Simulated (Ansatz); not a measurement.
`P[NH][ZnH]`, 7 atoms. The species carries charge 0 and has multiplicity 1. For Zn the d shell is correlated and the shells below it are frozen. Scalar relativity is left out up to krypton. All runs use 2 threads of an Arm Neoverse V1 on a shared host. Correlated methods freeze the cores.

Task: How many basis functions does each run have, and how long does it take in Ansatz? RKS BHLYP-D4/def2-TZVPP energy; RHF-CCSD(T) with 3s3p of Cu, Zn/def2-SVP energy; RKS PBE0-D4/def2-TZVP relaxation (6 steps); RKS ωB97M-V/def2-QZVPP energy; RKS ωB97M-V/def2-SVP energy; RKS PBE0-D4/def2-SVP energy; RKS PBE0-D4/def2-TZVP frequencies; RHF-MP2 with 3s3p of Cu, Zn/def2-QZVPP energy; RHF-CCSD(T) with 3s3p of Cu, Zn/def2-TZVPP energy; RKS SPW92 (LDA)/def2-TZVPP energy; RKS PBE0-D4/def2-QZVPP energy; RKS LC-ωPBE/def2-TZVPP energy. (Best estimate.)

Result: Computed: Other jobs shared the machine, so times are rough.

```
                                     level                   job  functions  wall time  peak host memory (GiB)
                RKS SPW92 (LDA)/def2-TZVPP                energy        193      1.4 s                    0.22
                      RKS PBE0-D4/def2-SVP                energy         83      1.5 s                    0.15
  RHF-CCSD(T) with 3s3p of Cu, Zn/def2-SVP                energy         83      2.5 s                    0.22
                    RKS LC-ωPBE/def2-TZVPP                energy        193        3 s                    0.28
                   RKS BHLYP-D4/def2-TZVPP                energy        193      3.7 s                    0.44
                      RKS ωB97M-V/def2-SVP                energy         83      6.5 s                    0.24
                    RKS PBE0-D4/def2-QZVPP                energy        347      8.5 s                       1
    RHF-MP2 with 3s3p of Cu, Zn/def2-QZVPP                energy        347       18 s                     1.4
                    RKS ωB97M-V/def2-QZVPP                energy        347       23 s                     1.2
                     RKS PBE0-D4/def2-TZVP  relaxation (6 steps)        140       23 s                    0.34
RHF-CCSD(T) with 3s3p of Cu, Zn/def2-TZVPP                energy        193       71 s                       2
                     RKS PBE0-D4/def2-TZVP           frequencies        140       95 s                    0.34
```

LC-ωPBE has ω = 0.4 bohr⁻¹.
